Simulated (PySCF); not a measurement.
NMR data simulated for an unnamed compound:

¹H NMR (400 MHz, computed): δ 6.55 (m, 1H), 6.23 (m, 1H), 4.99 (m, 2H), 4.37 (m, 2H), 2.27 (m, 2H), 1.11 (t, 3H).

¹³C{¹H} NMR (computed): δ 164.1 (CH), 125.9 (CH), 79.8 (CH2), 37.4 (CH2), 16.7 (CH3).

No relativistic terms, one computed conformer, equivalent nuclei averaged, gas phase. σ from GIAO-PBE0/pcSseg-1; geometry from GFN2-xTB; PySCF 2.14.0 with density-fitted response routines.

Chemical shifts δ = σref − σ; ¹H, ¹³C vs TMS, all at this level.

Which of these does the molecule contain: a non-aromatic C=C double bond, a CF3 group, a C≡C triple bond, a CH3CH2 unit, a nitrile, a Si–H bond?

## Answers


- A non-aromatic C=C double bond: yes.
- A CF3 group: no.
- A C≡C triple bond: no.
- A CH3CH2 unit: yes (δC 16.7, 37.4; δH 1.11 (t), 2.27 (m)).
- A nitrile: no.
- A Si–H bond: yes (δH 4.37 (m)).

The data belong to `InChI=1S/C5H11FSi/c1-2-3-4-7-5-6/h3-4H,2,5,7H2,1H3/b4-3+`; they needn't prove each group on their own.

Carbon signals by region: 1 in the far downfield region (above 160 ppm), 1 in the sp2 and nitrile region (100–160 ppm), 1 at 50–100 ppm, 2 below 50 ppm. Above 160 ppm: 164.1, alkene CH.

Splittings by ¹⁹F in the carbon and heteronuclear signals aren't shown, as no couplings were computed. Shifts are as computed. Against solution values, carbons near 30 ppm lie about +3 ppm off and those near 130 ppm about +5 ppm. Of 1309 compounds with measured shifts, 239 miss one by over three times the rms of a fit or turn the order of signals round; such compounds aren't used in these exercises. Multiplicities follow the n + 1 count of equivalent neighbours, as no J values were calculated; m marks all less simple cases, F and P coupling included.
